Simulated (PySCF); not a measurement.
PySCF input file for B(F)(Cl)(OEt) (C₂H₅BClFO), SMILES CCOB(F)Cl, PBE/pcSseg-1. Geometry optimised at PBE-D3(BJ)/def2-SVP. This is a generated structure with no PubChem entry under its InChIKey; it may be hypothetical. Other conformers were not sampled.

```python
import numpy as np
from pyscf import gto, scf, dft
from pyscf.prop.nmr import rks as nmr

mol = gto.M(
    atom='''
    B     0.30476391   -0.42174029    0.73386339
    F     0.81789715   -1.33410930    1.55718035
    Cl    1.25490905    1.05171204    0.41971334
    O    -0.90153580   -0.65435184    0.18659218
    C    -1.54717060    0.21601376   -0.75226235
    C    -1.12110329   -0.10244723   -2.17551221
    H    -2.63627499    0.05574584   -0.61831079
    H    -1.32018896    1.27394484   -0.49968181
    H    -1.31784338   -1.16554970   -2.41826050
    H    -1.68225955    0.52834271   -2.89385958
    H    -0.03985119    0.09751253   -2.31504449
    ''',
    basis='pcSseg-1',
    charge=0,
    spin=0,
    max_memory=1600,
    verbose=3,
)
mf = dft.RKS(mol, xc='pbe')
mf.grids.level = 3
mf.conv_tol = 1e-10
mf.max_cycle = 100
mf.kernel()
n = nmr.NMR(mf)
n.verbose = 2
n.max_cycle_cphf = 60
sigma = n.kernel()
print('atom   isotropic/ppm   span/ppm')
for i, s in enumerate(sigma):
    w = np.linalg.eigvalsh((s + s.T) / 2)
    print(f'{mol.atom_symbol(i):2s}{i + 1:3d} {w.mean():14.3f} {w[2] - w[0]:11.3f}')
```

It prints:

```
converged SCF energy = -738.942663565563
atom   isotropic/ppm   span/ppm
B   1         72.861      28.038
F   2        231.480     234.510
Cl  3        860.443     310.813
O   4        158.424     269.874
C   5        109.913      80.385
C   6        159.988      37.094
H   7         26.957       9.744
H   8         26.668       6.680
H   9         29.603       8.846
H  10         29.963      10.235
H  11         29.562       8.099
```

Self-consistency was reached.

Cost: roughly 22 core-seconds.
